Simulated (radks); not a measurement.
Charge is removed step by step from the 4p3/2 level of Pd3+, starting from [Ar] 3d10 4s2 4p(1/2: 2, 3/2: 4) 4d7. All-electron calculation, Dirac Kohn-Sham, PBE, spin-unpolarised, spherical densities, finite nucleus; open shells fill j = l - 1/2 first; Fermi nuclear charge, rms radius 4.5318 fm. Program: a radial shooting solver on a logarithmic mesh with Libxc functionals.

removed (e),E - E(0) (eV),eigenvalue (eV),E minus straight line (eV)
0,0.000,-89.892,0.000
0.1,9.077,-91.642,-0.804
0.2,18.329,-93.404,-1.433
0.3,27.758,-95.179,-1.885
0.4,37.365,-96.965,-2.159
0.5,47.151,-98.763,-2.254
0.6,57.118,-100.57,-2.168
0.7,67.266,-102.39,-1.901
0.8,77.597,-104.22,-1.451
0.9,88.111,-106.07,-0.818
1,98.810,-107.92,0.000

Removing the whole electron costs 98.810 eV by Delta-SCF, against 89.892 eV from minus the eigenvalue at the starting occupation. Slater's transition state (half an electron removed) gives 98.763 eV. Integrating minus the eigenvalue over the occupation (Janak's theorem) gives 98.810 eV. The mean slope of the eigenvalue, de/dn, is 18.0 eV per electron.
